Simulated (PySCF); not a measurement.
A TDDFT job was run through a driver script with this input:

```
{"job": {"kind": "uv", "xc": "PBE0", "basis": "def2-SVPD", "ip": false, "nstates": 10}, "charge": 0, "multiplicity": 1}
K      0.131621    -0.113828     1.772838
N      0.245284    -1.919343    -0.139217
K     -0.176842     0.108386    -1.770816
N     -0.246625     1.918791     0.138413
H      1.127682    -2.434594    -0.248324
H     -0.434067    -2.689890    -0.132760
H      0.460994     2.663589     0.125741
H     -1.108036     2.466888     0.254125
```

Its output, with some lines taken out ([cut]):

```
coarse grid: 9432 points
cycle   1  E = -1310.8765295167  dE = -1.392e-01  |g| = 9.405e-01  |ddm| = 2.693e+00
cycle   2  E = -1308.6417466352  dE =  2.235e+00  |g| = 2.447e+00  |ddm| = 4.981e+00
cycle   3  E = -1311.0835641806  dE = -2.442e+00  |g| = 2.585e-01  |ddm| = 4.764e+00
cycle   4  E = -1311.1050824993  dE = -2.152e-02  |g| = 4.720e-02  |ddm| = 4.829e-01
cycle   5  E = -1311.1056937982  dE = -6.113e-04  |g| = 9.780e-03  |ddm| = 8.490e-02
cycle   6  E = -1311.1057174580  dE = -2.366e-05  |g| = 4.149e-03  |ddm| = 1.704e-02
cycle   7  E = -1311.1057211839  dE = -3.726e-06  |g| = 1.430e-03  |ddm| = 4.837e-03
final grid: 68832 points
cycle   8  E = -1311.0958913487  dE = -1.865e-05  |g| = 6.302e-03  |ddm| = 2.321e-02
cycle   9  E = -1311.0958703936  dE =  2.096e-05  |g| = 1.140e-02  |ddm| = 1.979e-02
cycle  10  E = -1311.0959008710  dE = -3.048e-05  |g| = 1.645e-04  |ddm| = 1.268e-02
cycle  11  E = -1311.0959008794  dE = -8.424e-09  |g| = 7.345e-05  |ddm| = 4.091e-04
cycle  12  E = -1311.0959008810  dE = -1.590e-09  |g| = 1.416e-05  |ddm| = 1.049e-04
cycle  13  E = -1311.0959008810  dE = -3.070e-11  |g| = 1.095e-05  |ddm| = 2.563e-05
converged SCF energy = -1311.0959008810

[cut]

Singlet excitations
state   eV       nm        f      main configurations
  1   2.6820    462.3   0.00000   H->L 0.96
  2   2.9625    418.5   0.15038   H-1->L 0.96
  3   3.2972    376.0   0.00582   H->L+1 0.99
[cut]
  5   3.6183    342.7   0.00000   H->L+2 0.99
  6   3.7297    332.4   0.02777   H->L+3 0.91
  7   3.8204    324.5   0.00002   H-1->L+2 0.99
[cut]
  9   4.0787    304.0   0.00000   H->L+4 0.99
 10   4.1258    300.5   0.00000   H->L+5 0.67, H-1->L+3 0.31

Triplet excitations (Tamm-Dancoff, eV): 2.5895 2.7697 3.0202 3.2009
```

Method: TDDFT PBE0/def2-SVPD, vertical, gas phase, core orbitals frozen in the response in PySCF 2.14.0, density-fitted response routines. The structure is a single PBE0-D3(BJ)/def2-SVP conformer in the gas phase; no vibrational or solvent corrections.

What stood in the cut lines?

```
Static polarisability (au): isotropic 70.982, principal 54.367 63.833 94.746
  4   3.4988    354.4   0.00001   H-1->L+1 0.99
  8   3.8960    318.2   0.00000   H-1->L+3 0.65, H->L+5 0.30
```

How many basis functions and electrons does this run hold?

126 basis functions for 56 electrons in 28 doubly occupied orbitals.

Give the energy of state 4 in hartree, cm⁻¹ and kJ/mol.

0.12858 hartree, 28220 cm⁻¹, 337.6 kJ/mol.

What is the polarisability anisotropy, √(½[(α1 − α2)² + (α2 − α3)² + (α3 − α1)²])?

36.58 au.

The SCF starts on a coarse grid; the energy jumps when the final grid takes over, and dE counts afresh there. H and L stand for HOMO and LUMO.
